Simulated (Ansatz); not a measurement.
`F[SiH](F)C(F)(F)F`, relaxed with RKS PBE0-D4/def2-TZVP in Ansatz 0.2.0 from a PBE-D4/def2-SVP geometry. The force threshold is 0.005 eV/Å; the program also tests the step.

Charge 0, multiplicity 1.

Start:

```xyz
8

F    -0.198   -1.866   -0.975
Si    0.517   -0.801    0.016
F     0.459   -1.389    1.527
C    -0.499    0.837   -0.028
F    -1.790    0.682    0.340
F    -0.482    1.357   -1.284
F     0.065    1.752    0.802
H     1.928   -0.571   -0.398
```

| step | energy (eV) | largest force (eV/Å) | largest move (Å) |
| --- | --- | --- | --- |
| 1 | -22508.3208 | 1.297 | 0.000 |
| 2 | -22508.3881 | 0.999 | 0.023 |
| 3 | -22508.4155 | 0.074 | 0.025 |
| 4 | -22508.4159 | 0.036 | 0.003 |
| 5 | -22508.4160 | 0.020 | 0.002 |
| 6 | -22508.4160 | 0.005 | 0.004 |
| 7 | -22508.4160 | 0.002 | 0.001 |

End:

```xyz
8

F    -0.192   -1.826   -0.953
Si    0.520   -0.807    0.017
F     0.450   -1.361    1.492
C    -0.489    0.829   -0.029
F    -1.766    0.661    0.337
F    -0.490    1.355   -1.266
F     0.050    1.747    0.792
H     1.917   -0.598   -0.390
```

Hardware: 4 threads of an Arm Neoverse V2 on a shared host. Wall time 28 s, peak host memory 0.63 GiB.
